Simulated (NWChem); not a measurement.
# CdSiH4O; SMILES [OH][Cd][SiH3]

```xyz
7

Cd     0.0027    -0.3444    -0.0001
O      0.0705    -2.3215     0.0003
H     -0.7969    -2.7406     0.0000
Si     0.0072     2.1308     0.0001
H     -1.3925     2.6566    -0.0802
H      0.7665     2.6788    -1.1676
H      0.6275     2.6782     1.2475
```
Atoms are numbered in this order, from 1.

Program: NWChem. Coordinates come from a PBE0/def2-SVP optimisation. def2 effective core potentials on Cd; no spin-orbit coupling. Level r2SCAN/def2-SVP: energy and gradient on several grids; changes count from the extra-fine grid, which is no exact limit either.

Question: Which is the coarsest grid (coarse; medium; xcoarse; fine; xfine) from which on the energy stays within 100 μHa and each gradient component within 200 μHa/bohr of xfine?

Answer: medium.
```csv
grid,size of the energy change (μHa),largest change of a gradient component (μHa/bohr),"time, medium = 1 (rough)"
xcoarse,10000,3000,about 1
coarse,200,1000,about 1
medium,10,60,about 1
fine,< 10,40,about 1
xfine,< 10,< 30,2
```
